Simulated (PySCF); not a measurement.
Gas-phase reaction: GeH4 + 2 HCl = GeH2Cl2 + 4 H

Energies from PySCF, thermal terms from the rigid-rotor harmonic-oscillator model, ideal gas at 1 bar. † marks an energy on the PBE0/def2-TZVP geometry and frequencies; other levels use their own. MP2 freezes the core. 6-31G* has spherical d functions here. Open shells (unrestricted): H (multiplicity 2); the rest are closed-shell singlets. Ge: all electrons, no relativistic terms. MP2 isn't extrapolated to the basis-set limit; its ΔH°(298 K) is 677.4 kJ in def2-SVP and 700.5 kJ in def2-TZVPP. The harmonic model lacks anharmonicity and excited electronic states, which grow with temperature; levels with a mode under 35 cm⁻¹ are left out.

```csv
level,"ΔE electronic, kJ","ΔH°(298 K), kJ","ΔS°(298 K), J/K","ΔG°(2000 K), kJ"
HF/6-31G*,586,529,168,107
HF/def2-TZVP†,602,549,169,128
M06-2X/def2-TZVP†,763,710,169,289
MP2/def2-TZVPP†,754,701,169,280
PBE/def2-SVP,760,709,169,288
PBE0/def2-QZVP†,781,727,169,307
PBE0/def2-SVP†,766,712,169,292
```
ΔH° is lowest at HF/6-31G* and highest at PBE0/def2-QZVP†. No reference value is set beside these.
